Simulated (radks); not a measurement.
All-electron atom: the potassium ion K+ in [Ar]. Calculated with a radial shooting solver on a logarithmic mesh with Libxc functionals: Dirac Kohn-Sham, BLYP, spin-unpolarised, spherical densities, finite nucleus; Fermi nuclear charge, rms radius 3.4349 fm.

Radial electron density D(r) = 4 pi r^2 rho(r):

r (bohr)  D(r) (e/bohr)
0.006908          2.192
0.008781          3.283
0.01107           4.765
0.01408           6.839
0.0179            9.520
0.02275           12.75
0.02892           16.26
0.03677           19.52
0.04674           21.74
0.05942           22.18
0.07554           20.62
0.09603           17.92
0.1211            16.01
0.154             16.54
0.1957            19.62
0.2488            22.56
0.3163            21.79
0.4021            16.38
0.5111            9.517
0.6498            5.608
0.826             5.643
1.05              6.727
1.335             6.058
1.684             3.899
2.14              1.732
2.721            0.5257
3.459            0.1034
4.397           0.01166

D(r) has 3 maxima, at r = 0.0553, 0.272, 1.10 bohr, and minima at 0.131, 0.721 bohr, inside which lie 2.16, 10.35 electrons.
